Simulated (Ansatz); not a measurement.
`FCC(=S)S` + `[CH2]1[NH][AlH]1` → `FC[N]1[CH2][AlH]1` + `S=CS`  (substitution at a C–C bond)

Isolated molecules relaxed with PBE0-D4/def2-TZVP in Ansatz; ΔE leaves out vibrations. CCSD(T)/CBS adds triple-zeta CCSD(T) − MP2 to the extrapolated MP2 energy (def2 sets, frozen cores). Functionals use def2-TZVPP. One conformer a species, not always the lowest.

```tsv
species	PBE-D4 energy (Eh)
`FCC(=S)S`	-973.79929
`[CH2]1[NH][AlH]1`	-337.43207
`FC[N]1[CH2][AlH]1`	-475.90487
`S=CS`	-835.32872
```

**Question.** Work out ΔE.

**Answer.** ΔE = (-475.90487) + (-835.32872) − (-973.79929) − (-337.43207) = -0.00223 Eh = -5.9 kJ/mol. CCSD(T)/CBS gives -3.7 kJ/mol.

Largest T1 diagnostic among the species: 0.018.

In def2-TZVPP, CCSD(T) changes the Hartree–Fock value by +8.7 kJ/mol (the triples alone add +1.7 kJ/mol) and MP2 by +10.9 kJ/mol.
